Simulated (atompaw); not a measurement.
## What one change does to a pseudopotential (Sm, PAW (atompaw))

| Item | Value |
| --- | --- |
| Element | samarium |
| Generator | atompaw 4.2.0.5 |
| Type | PAW |
| Functional | PBE |
| Relativity | scalar-relativistic |
| Frozen core | [Kr] 4d10 |
| Valence charge | 16 |
| Reference configuration | 4f5 5s2 5p6 5d0 6s0 6p0 (charge +3) |
| Partial waves | 5s (bound): rc 1.95 bohr; 6s (bound, empty): rc 2.30 bohr; 5p (bound): rc 2.05 bohr; 6p (bound, empty): rc 3.00 bohr; 5d (bound, empty): rc 3.00 bohr; 5d channel at 1.95 Ry: rc 3.00 bohr; 4f (bound): rc 1.60 bohr; 4f channel at -1.1 Ry: rc 1.60 bohr |
| Local potential | bessel scheme, radius 2.35 bohr |
| Core correction | smooth core density matched at 2.75 bohr |
| Augmentation charge | sinc compensation charge, radius 2.20 bohr; PAW radius 3.00 bohr; waves and projectors: custom polynom gramschmidtortho |

Change: all radii scaled by about 1.05 (s 2.04, p 2.14, d 3.14, f 1.68 bohr); local potential bessel scheme, radius 2.46 bohr; augmentation sinc compensation charge, radius 2.30 bohr; PAW radius 3.14 bohr; waves and projectors: custom polynom gramschmidtortho; core correction smooth core density matched at 2.88 bohr.

Cutoffs: the cutoffs (Ry, on a coarse ladder) from which the occupation-weighted sum of valence levels, in a spherical-Bessel basis at the reference potential, stays within 10 and 1 mRy of its value at 400 Ry; they do not see the model core or the augmentation charge, which bear on the density cutoff.

**Question.** What does the change do?

**Answer.** The potential gets neither clearly harder nor softer (70 Ry and 110 Ry → 70 Ry and 100 Ry); the f channel sets the loose cutoff, while the largest relative change is in s, which becomes harder; neither file shows a bound ghost.

| quantity | base | changed |
| --- | --- | --- |
| cutoff, loose | 70 Ry | 70 Ry |
| cutoff, tight | 110 Ry | 100 Ry |
| loose cutoff by channel (10 mRy a level) | s 8 Ry, p 15 Ry, f 45 Ry | s 10 Ry, p 12 Ry, f 40 Ry |
| bound ghosts | none | none |
| lowest overlap eigenvalue by channel | s 0.10, p 0.57, d 0.85, f 1.00 | s 0.49, p 0.55, d 0.81, f 1.00 |

 The cutoffs see the waves, projectors and local potential, not the compensation charge or the core.
